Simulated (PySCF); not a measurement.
Boron: a sound run and one with changed settings

Sound run: B⁺ [He] 2s2, B²⁺ [He] 2s1. All numbers are calculated (PySCF 2.14, the spin-free X2C one-electron Hamiltonian (Gaussian nucleus), in jorge-DZP-DKH (4s2p1d, 15 functions)). In the sound run the correlated levels freeze 1s2. The sound run starts from symmetry-adapted Hartree-Fock orbitals and uses a fine grid where one is needed.

A second run was set up differently.

```csv
species,method,sound run (hartree),changed run (hartree),converged
B⁺,MP2,-24.27514,-24.28810,yes
B⁺,CCSD(T),-24.30112,-24.31509,yes
B²⁺,MP2,n/a,-23.39353,yes
B²⁺,CCSD(T),n/a,-23.39490,yes
```

Ionisation energy of B⁺:

```tsv
method	sound run (eV)	changed run (eV)
UHF	23.437	23.437
MP2	24.341	24.342
SCS-MP2	24.522	24.523
CCSD	25.048	25.035
CCSD(T)	25.048	25.039
```

**Question.** What was changed?
A. too few SCF iterations
B. all electrons correlated in a valence basis
C. a valence shell is frozen
D. minimal basis

**Answer.** B. A valence basis has no tight correlating functions, so it recovers only part of the core correlation, and not evenly between atom and ion.
